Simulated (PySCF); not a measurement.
The dipole of `C=C(F)[SiH2]NC` from its density and from atomic charges.

Coordinates (GFN2-xTB, Å) and charges (e) from the PBE0/pcSseg-1 density (PySCF):

```json
{"atom": "C1", "x": "2.894", "y": "-0.091", "z": "0.053", "Mulliken": "-0.2031", "IAO": "-0.3569", "Hirshfeld": "-0.1249", "ESP-fitted": "-0.4969"}
{"atom": "C2", "x": "1.660", "y": "0.355", "z": "-0.089", "Mulliken": "-0.0559", "IAO": "+0.0240", "Hirshfeld": "-0.0047", "ESP-fitted": "+0.0428"}
{"atom": "F3", "x": "1.402", "y": "1.182", "z": "-1.143", "Mulliken": "-0.2988", "IAO": "-0.2830", "Hirshfeld": "-0.0939", "ESP-fitted": "-0.1541"}
{"atom": "Si4", "x": "0.171", "y": "0.018", "z": "1.031", "Mulliken": "+0.7695", "IAO": "+0.8921", "Hirshfeld": "+0.3631", "ESP-fitted": "+0.5347"}
{"atom": "N5", "x": "-1.149", "y": "-0.014", "z": "-0.058", "Mulliken": "-0.6939", "IAO": "-0.6778", "Hirshfeld": "-0.2465", "ESP-fitted": "-0.6299"}
{"atom": "C6", "x": "-2.518", "y": "-0.236", "z": "0.338", "Mulliken": "-0.0826", "IAO": "-0.2957", "Hirshfeld": "-0.0657", "ESP-fitted": "-0.0871"}
{"atom": "H7", "x": "3.689", "y": "0.170", "z": "-0.626", "Mulliken": "+0.1306", "IAO": "+0.1662", "Hirshfeld": "+0.0529", "ESP-fitted": "+0.2291"}
{"atom": "H8", "x": "3.133", "y": "-0.744", "z": "0.871", "Mulliken": "+0.1276", "IAO": "+0.1633", "Hirshfeld": "+0.0539", "ESP-fitted": "+0.1959"}
{"atom": "H9", "x": "0.138", "y": "1.054", "z": "2.081", "Mulliken": "-0.1131", "IAO": "-0.1641", "Hirshfeld": "-0.0915", "ESP-fitted": "-0.1141"}
{"atom": "H10", "x": "0.297", "y": "-1.302", "z": "1.654", "Mulliken": "-0.1124", "IAO": "-0.1419", "Hirshfeld": "-0.0798", "ESP-fitted": "-0.0980"}
{"atom": "H11", "x": "-1.083", "y": "0.521", "z": "-0.912", "Mulliken": "+0.2036", "IAO": "+0.2641", "Hirshfeld": "+0.1115", "ESP-fitted": "+0.3404"}
{"atom": "H12", "x": "-2.533", "y": "-0.893", "z": "1.204", "Mulliken": "+0.1074", "IAO": "+0.1408", "Hirshfeld": "+0.0461", "ESP-fitted": "+0.0964"}
{"atom": "H13", "x": "-3.031", "y": "0.694", "z": "0.608", "Mulliken": "+0.1049", "IAO": "+0.1247", "Hirshfeld": "+0.0348", "ESP-fitted": "+0.0692"}
{"atom": "H14", "x": "-3.072", "y": "-0.714", "z": "-0.473", "Mulliken": "+0.1163", "IAO": "+0.1441", "Hirshfeld": "+0.0448", "ESP-fitted": "+0.0717"}
```

Q: Form Σ q r in debye for every column and set it beside the full dipole.

A: The full density gives (-0.82, -0.42, 0.66) D, 1.13 D in size; dipole vectors point from the negative to the positive end.

```csv
scheme,μx,μy,μz,size (D),share of the full size (%),angle to the full dipole (°)
Mulliken,-1.43,-1.71,3.37,4.05,357,26
IAO,-0.57,-1.36,2.69,3.07,270,36
Hirshfeld,-0.69,-0.43,0.54,0.98,86,5
ESP-fitted,-0.85,-0.45,0.70,1.19,105,1
```

Q: Which set comes closest?

A: Length of the difference vector: ESP-fitted 0.06 D, Hirshfeld 0.18 D, IAO 2.26 D, Mulliken 3.07 D. Closest: ESP-fitted. The schemes that divide the density aren't constrained to reproduce the dipole.

Q: What is left for the Hirshfeld atoms' own dipoles?

A: The shares of the density sum to the whole, so what Σ q r misses lies in dipoles about the nuclei. The atomic dipoles sum to (-0.82, -0.42, 0.66) − (-0.69, -0.43, 0.54) = (-0.13, 0.01, 0.12) D, 0.18 D in size.

Q: With the origin at the mean of the coordinates, (0.000, 0.000, 0.324) Å, which are the largest single terms, by size, of the IAO dipole along the direction of the full one?

A: C1 +3.82, F3 +3.13, C6 -2.73, H7 -2.63, N5 -2.02 D; all 14 atoms together +2.47 D. The single terms depend on the origin, their sum doesn't.

Q: Give the size of the full dipole in other units.

A: 1.13 D = 0.446 au = 0.236 e·Å = 3.78 × 10⁻³⁰ C·m.

The structure is a single GFN2-xTB conformer in the gas phase; no vibrational or solvent corrections.

Shape of the structure used: `[CH2:1]=[C:2]([F:3])[SiH2:4][NH:5][CH3:6]`: C1–C2–Si4–N5 -146°, C2–Si4–N5–C6 180°.
